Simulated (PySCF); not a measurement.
## Spinor energies of C²⁺ (carbon, charge +2)

Start: [He] 2s2. Calculated with PySCF 2.14 in x2c-SVPall-2c: generalised Hartree-Fock with the X2C-1e Hamiltonian and a Gaussian nucleus; one run each with spin-orbit coupling (SO) switched off, then screened by Boettger's factors.

```json
{"spinor shell": "1s1/2", "electrons": "2", "ε, spin-free (eV)": "-344.85", "ε, screened SO (eV)": "-344.85", "weight of nominal j (screened SO)": "1.000", "rms radius, screened SO (bohr)": "0.311"}
{"spinor shell": "2s1/2", "electrons": "2", "ε, spin-free (eV)": "-45.698", "ε, screened SO (eV)": "-45.698", "weight of nominal j (screened SO)": "1.000", "rms radius, screened SO (bohr)": "1.51"}
```

```json
{"quantity": "E (hartree)", "spin-free": "-36.36599", "screened SO": "-36.36599"}
{"quantity": "M_J", "spin-free": "0", "screened SO": "0"}
{"quantity": "⟨J²⟩", "spin-free": "0.000", "screened SO": "0.000"}
{"quantity": "⟨L²⟩", "spin-free": "0.000", "screened SO": "0.000"}
{"quantity": "⟨S²⟩", "spin-free": "0.000", "screened SO": "0.000"}
```

Without spin-orbit coupling the j labels of p, d and f shells carry no meaning; the spin-free column gives the mean over the occupied spinors of each nl shell.
